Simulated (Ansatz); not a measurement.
Reaction (atomization): `COB(F)[SiH2]F` → B• + C• + 2 F• + 5 H• + O• + Si•

Calculated with Ansatz (gas phase, PBE0-D4/def2-TZVP geometries, no zero-point term in ΔE). CCSD(T)/CBS is the MP2 limit (def2-TZVPP, def2-QZVPP) plus CCSD(T) − MP2 in def2-TZVPP, frozen cores. This one scheme is used for every species, atoms too. DFT in def2-TZVPP. No spin–orbit coupling; open shells (•) take unrestricted orbitals. Spin–orbit coupling would lower the free atoms: a little for B, C, F, O, Si. Each species was taken in one conformer, which may not be the lowest.

(1) What is ΔE at CCSD(T)/CBS? (Best estimate.)

(2) What do these levels give: PBE0-D4, ωB97M-V, B2PLYP, r2SCAN, HF/def2-TZVPP, MP2/def2-TZVPP, CCSD/def2-TZVPP, CCSD(T)/def2-TZVPP, HF/def2-QZVPP, HF/CBS(def2), MP2/CBS(def2), CCSD/CBS(def2)? (Estimate.)

Largest T1 diagnostic among the species: 0.014.

Results:

(1) Computed: +4356.2 kJ/mol.

(2) The calculation gave: PBE0-D4 4339.4, ωB97M-V 4366.3, B2PLYP 4317.7, r2SCAN 4368.3, HF/def2-TZVPP 3263.6, MP2/def2-TZVPP 4355.0, CCSD/def2-TZVPP 4185.8, CCSD(T)/def2-TZVPP 4245.8, HF/def2-QZVPP 3272.1, HF/CBS(def2) 3273.4, MP2/CBS(def2) 4465.4, CCSD/CBS(def2) 4296.2 kJ/mol.

In def2-TZVPP, CCSD(T) changes the Hartree–Fock value by +982.2 kJ/mol (the triples alone add +60.1 kJ/mol) and MP2 by +1091.4 kJ/mol; breaking electron pairs costs correlation energy, which Hartree–Fock lacks. The D4 term adds +32.6 kJ/mol with B3LYP and +17.2 kJ/mol with PBE0; it sums over pairs of atoms, weighted by their polarisabilities, and B3LYP, whose exchange is more repulsive, gets the larger term.

B3LYP here is the variant with VWN-RPA as its local correlation; programs differ in this.

For atomizations the MP2-based limit and the directly extrapolated one differ by several kJ/mol either way, and by 10 to 25 for some Ge, Se and Sn compounds, so smaller differences from it don't rank the levels.
